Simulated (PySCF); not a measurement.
CdI, SMILES [Cd+][I], charge +1.

Geometry: r2SCAN-D4/def2-TZVP. The multiplicity is an assumed one; other spin states were not compared. The def2 effective core potentials stand for the cores of Cd, I; spin–orbit coupling is left out.

Two levels are set side by side: TDA-PBE/def2-TZVPD (PySCF) and TDA-M06-2X/def2-TZVPD (PySCF). Vertical, same geometry. The lowest singlet is HOMO→LUMO 100 % with PBE and HOMO→LUMO 99 % with the other functional; states are paired by order. Differences are taken from unrounded values.

```tsv
quantity	TDA-PBE
lowest singlet excitation (eV)	1.21
lowest triplet excitation (TDA) (eV)	0.79
first bright state (f over 0.05) (eV)	4.59
its oscillator strength	0.11
```

### Question
These are the TDA-PBE values. What does TDA-M06-2X give? (An estimate is asked for; the answer gives what the named calculation found.)

### Answer

| quantity | TDA-M06-2X | TDA-PBE minus TDA-M06-2X |
|---|---|---|
| lowest singlet excitation (eV) | 1.76 | -0.55 |
| lowest triplet excitation (TDA) (eV) | 1.41 | -0.62 |
| first bright state (f over 0.05) (eV) | 4.56 | 0.03 |
| its oscillator strength | 0.27 | -0.15 |

A lower first singlet is the usual sign of a functional without exact exchange. Differences between two approximate levels are no errors against the true value.

Rough cost on one machine, each run with all the roots and properties that it gave: TDA-M06-2X against TDA-PBE about 5 times.
